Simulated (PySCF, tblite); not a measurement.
Species: C₆H₁₀F₃P.
Numbering: `[CH3:1][CH2:2][P:3]1[CH2:4][CH:5]([C:6]([F:7])([F:8])[F:9])[CH2:10]1` (hydrogens: H11, H12, H13 on C1; H14, H15 on C2; H16, H17 on C4; H18 on C5; H19, H20 on C10)

Structure optimised with GFN2-xTB, isolated species.

**Question.** What internal coordinates does the optimisation give?

**Answer.** 
| bond | length (pm) |
| --- | --- |
| C1–C2 | 152.4 |
| C2–P3 | 186.3 |
| P3–C4, P3–C10 | 188.9 |
| C4–C5, C5–C10 | 153.7 |
| C5–C6 | 151.4 |
| C6–F7, C6–F8, C6–F9 | 134.4 |
| C1–H11, C1–H12, C1–H13 | 108.8 |
| C2–H14, C2–H15 | 109.3 |
| C4–H16, C10–H19 | 108.8 |
| C4–H17, C10–H20 | 109.0 |
| C5–H18 | 109.3 |

Bonds in one row agree within 1 pm and their mean is given. A selection of angles:
| angle | degrees |
| --- | --- |
| C1–C2–P3 | 110.6 |
| C2–P3–C4 | 99.4 |
| C4–P3–C10 | 76.0 |
| P3–C4–C5 | 92.4 |
| C4–C5–C6 | 113.3 |
| C4–C5–C10 | 98.4 |
| C5–C6–F7 | 112.3 |
| C5–C6–F9 | 112.9 |
| F7–C6–F8 | 106.5 |
| F7–C6–F9 | 106.2 |

Torsions: C1–C2–P3–C4 -86° (synclinal); C2–P3–C4–C5 -103° (anticlinal); P3–C4–C5–C6 127° (anticlinal); C4–C5–C6–F7 -175° (antiperiplanar); C4–C5–C10–P3 -7° (synperiplanar); C2–P3–C10–C5 103° (anticlinal). The mirror-image conformer, all signs reversed, is as good.

All 3 C–F bonds measure 1.343 to 1.344 Å. The 4-membered ring P3–C4–C5–C10 has internal angles of 76.0° to 98.4° (sum 359°, against 360° for a flat polygon); it is slightly puckered (a soft mode that the optimisation may not have finished), 0.05 Å rms from its mean plane, widest ring torsion 7°. The 3 C–P bonds span 1.863 Å (C2–P3, drawn single) to 1.889 Å (P3–C4, drawn single), a spread of 0.026 Å. The 4 C–C bonds span 1.514 Å (C5–C6, drawn single) to 1.537 Å (C5–C10, drawn single), a spread of 0.023 Å. Of the pairs four or more bonds apart, F9···H17 is among the closest relative to their van der Waals radii: 2.56 Å, 96 % of the sum of Bondi's values. P3 (phosphine phosphorus) is pyramidal (angles 99.4°, 99.1° and 76.0°, sum 274.6°, 1.04 Å off the plane of its three neighbours).

Point group: C1 (no symmetry element, even within 0.4 Å). Its GFN2-xTB frequencies are all real (lowest 45 cm⁻¹). The numbers are those of one conformer. 3 starts were optimised and ended at 0.00, 0.00 and 0.22 kcal/mol (GFN2-xTB); the lowest of these is shown.

All values are computed, not measured.
